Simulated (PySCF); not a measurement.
Species: sum formula BH$_{4}$S$_{3}$, charge 1, multiplicity 1. It need not be the lowest isomer of its formula. 
Geometry from a B3LYP-D3(BJ)/def2-TZVP (Ansatz) optimisation:
```xyz
8

S      1.6375    -0.8566     0.0172
B      0.1504     0.0993     0.0693
S     -0.3061     1.7541     0.4948
S     -1.3747    -0.9090    -0.6255
H      2.4741     0.1162     0.4240
H      0.9284     2.1923     0.8038
H     -1.1443    -2.0975    -0.0235
H     -2.3164    -0.5231     0.2645
```
Charge +1, spin multiplicity 1.

Dispersion corrections to the total energy (kcal/mol) from the dftd3 and dftd4 libraries through PySCF: D3(BJ) without and D4 with the three-body term, each with the damping fitted for the functional named.

```json
[
 {"functional": "B2PLYP", "D3(BJ)": "?", "D4": "-3.47"},
 {"functional": "PBE0", "D3(BJ)": "-5.02", "D4": "-4.23"},
 {"functional": "B3LYP", "D3(BJ)": "?", "D4": "-8.19"},
 {"functional": "LC-wPBE", "D3(BJ)": "-5.74", "D4": "?"},
 {"functional": "PW6B95", "D3(BJ)": "-3.37", "D4": "-4.10"},
 {"functional": "B2GP-PLYP", "D3(BJ)": "-4.75", "D4": "-2.13"},
 {"functional": "CAM-B3LYP", "D3(BJ)": "-4.93", "D4": "-4.36"}
]
```

Problem. Fill in the missing entries.

Solution. 
- B2PLYP, D3(BJ): -5.14
- B3LYP, D3(BJ): -10.36
- LC-wPBE, D4: -5.63
